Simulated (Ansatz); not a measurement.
A CCSD(T) single point on AlH₃O₂S (`[OH][Al]([OH])[SH]`).

```yaml
crystal:
  periodic: [false, false, false]
  atoms:
    - {symbol: O, position_ang: [-1.120832, 0.953072, -0.090142]}
    - {symbol: Al, position_ang: [0.168015, -0.134983, 0.014328]}
    - {symbol: O, position_ang: [1.450811, -0.047109, 1.106351]}
    - {symbol: S, position_ang: [0.189534, -1.798766, -1.372873]}
    - {symbol: H, position_ang: [-1.246033, 1.723663, 0.459251]}
    - {symbol: H, position_ang: [1.579407, 0.622108, 1.774236]}
    - {symbol: H, position_ang: [-0.959500, -1.385985, -1.936851]}
basis:
  gaussian: {orbitals: def2-QZVPP}
correlation: {method: ccsd_t}
```

```sh
$ ansatz run in.yaml --threads 2 --pin off --events-out ev --progress --plain --max-ram 32768MiB --backend cuda --devices 0, --max-vram 18GiB
```

Log, shortened:

```
Functional definition: HF
  name "HF"
  cite "Fock, Z. Phys. 61, 126 (1930) doi:10.1007/BF01340294"
  parent pbe
  exchange = exact_x
  correlation = 0
2081 factors; integrals over basis functions are off by at most 7.3e-4 eV
mean field evaluation 1: about -21524.6139 eV, gradient 5.5e1 eV
mean field evaluation 2: about -21524.6993 eV, gradient 5.5e1 eV
mean field evaluation 4: about -21529.9606 eV, gradient 2.9e0 eV
mean field evaluation 8: about -21530.0176 eV, gradient 2.8e-1 eV
mean field -21530.01809506 eV, -791.2135714229 hartree, gradient 3.9e-6 eV, S^2 0.000000; 0 other end points of the search recorded, 0 dependent functions left out
12 core orbitals not correlated: weight in the atoms' cores, before any rotation towards them, 1.000 or more for the frozen orbitals, at most 0.000 for the correlated occupied ones
reference -21530.01809506 eV, -791.2135714229 hartree; 12, 12 occupied and 320, 320 virtual orbitals, 2081 factors
second order -21.70603908 eV of doubles, -0.00000000 eV of singles
cycle   1  -21.60662132 eV  change    9.9e-2 eV  update   9.3e-2
cycle   2  -22.05054750 eV  change   -4.4e-1 eV  update   2.7e-2
cycle   3  -22.15768497 eV  change   -1.1e-1 eV  update   1.4e-2
cycle   4  -22.14363331 eV  change    1.4e-2 eV  update   3.1e-3
cycle   5  -22.14235863 eV  change    1.3e-3 eV  update   1.4e-3
cycle   6  -22.14275927 eV  change   -4.0e-4 eV  update   3.6e-4
cycle   7  -22.14247148 eV  change    2.9e-4 eV  update   1.3e-4
cycle   8  -22.14242861 eV  change    4.3e-5 eV  update   3.6e-5
cycle   9  -22.14244002 eV  change   -1.1e-5 eV  update   1.3e-5
perturbative correction -0.90317900 eV, -0.0331912159 hartree
Total energy: -21553.06371407 eV, -792.0604823009 hartree
```

It took 7.5 s on 2 threads of an AMD EPYC 7R13 on a shared host and a share of an NVIDIA H100 80 GB, with 0.85 GiB of host memory at the peak.

MP2 recovers 94.2 % of the CCSD(T) correlation energy and the triples give 3.9 %; T1 = 0.0116.
